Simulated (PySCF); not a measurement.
A PySCF script (with the pyscf-properties extension) for the NMR shieldings of `c1c(CS(C)(=O)=O)cccc1`, C8H10O2S, on a GFN2-xTB geometry:

```python
import basis_set_exchange as bse
import numpy as np
from pyscf import gto, dft
from pyscf.prop import nmr

atoms = """
C     2.153059    0.961388    0.622851
S     2.029778    0.405370   -1.101335
O     3.323384   -0.063317   -1.518881
O     1.417436    1.449151   -1.874367
C     0.900449   -1.039524   -1.038448
C    -0.348236   -0.643737   -0.341122
C    -0.610337   -1.071312    0.956165
C    -1.759453   -0.664640    1.611340
C    -2.654506    0.181875    0.979657
C    -2.394745    0.621275   -0.308371
C    -1.250242    0.210645   -0.967418
H     2.488713    0.126821    1.223562
H     1.180004    1.316470    0.934410
H     2.881067    1.762471    0.647721
H     0.737776   -1.303899   -2.080509
H     1.451571   -1.826500   -0.532207
H     0.084026   -1.736113    1.450330
H    -1.956146   -1.011057    2.615163
H    -3.552730    0.497334    1.488824
H    -3.089679    1.283617   -0.801949
H    -1.040108    0.560623   -1.965887
"""
names = dict.fromkeys(["C", "S", "O", "H"], "pcSseg-1")
basis = {el: gto.basis.parse(bse.get_basis(n, elements=[el], fmt="nwchem")) for el, n in names.items()}
mol = gto.M(atom=atoms, basis=basis, charge=0, verbose=0)
mf = dft.RKS(mol, xc="PBE0")
mf.grids.level = 2
mf.grids.alignment = dft.numint.BLKSIZE   # the property module wants whole blocks of grid points
mf.conv_tol = 1e-9
mf.kernel()

calc = nmr.RKS(mf)   # GIAO
C = mf.mo_coeff
Co = C[:, mf.mo_occ > 0]
resp = mf.gen_response(singlet=True, hermi=2)
def vind(x):   # induced exchange potential for any number of trial vectors
    d = np.einsum("pi,xij,qj->xpq", C, 2 * x.reshape(-1, C.shape[1], Co.shape[1]), Co, optimize=True)
    return np.einsum("xpq,pi,qj->xij", resp(d - d.transpose(0, 2, 1)), C, Co, optimize=True).ravel()
mo1, _ = nmr.rhf.solve_mo1(calc, with_cphf=vind)
sigma = calc.kernel(mo1)
for i, s in enumerate(sigma):   # ppm
    print("%2d %-2s %9.2f" % (i, mol.atom_pure_symbol(i), np.trace(s) / 3))
```

**Question.** What does it print?

**Answer.** 
```
 0 C     142.71
 1 S     196.26
 2 O     116.27
 3 O     127.33
 4 C     117.40
 5 C      51.36
 6 C      51.45
 7 C      52.91
 8 C      52.28
 9 C      51.82
10 C      48.40
11 H      29.78
12 H      29.98
13 H      29.29
14 H      27.56
15 H      27.79
16 H      24.29
17 H      24.04
18 H      23.99
19 H      23.92
20 H      23.55
```

These numbers come from an equivalent density-fitted implementation of the same equations, which agrees with the script to about 0.01 ppm for H and up to a few tenths of a ppm for heavy atoms, so last digits may differ.

**Question.** Turn these shieldings into chemical shifts. δ = σ(ref) − σ, references computed at the same level: 13C (σ = 186.93 ppm) and 1H (σ = 31.72 ppm) vs TMS; 33S (σ = 503.73 ppm) against CS2; 17O (σ = 336.08 ppm) vs H2O.

**Answer.** Averaging equivalent atoms: C 6/10: 137.0; C 5: 135.6; C 8: 134.6; C 7/9: 134.6; C 4: 69.5; C 0: 44.2; S 1: 307; O 2/3: 214.3; H 16/20: 7.80; H 17/19: 7.74; H 18: 7.72; H 14/15: 4.04; H 11/12/13: 2.03 ppm. Experimental scales use liquid or dissolved standards, which lie at an offset from isolated H2O (liquid H2O: subtract about 36 ppm).

Size and cost of the density-fitted run: 244 basis functions, 65 s wall time on 1 thread of an Arm Neoverse V1, shared host.
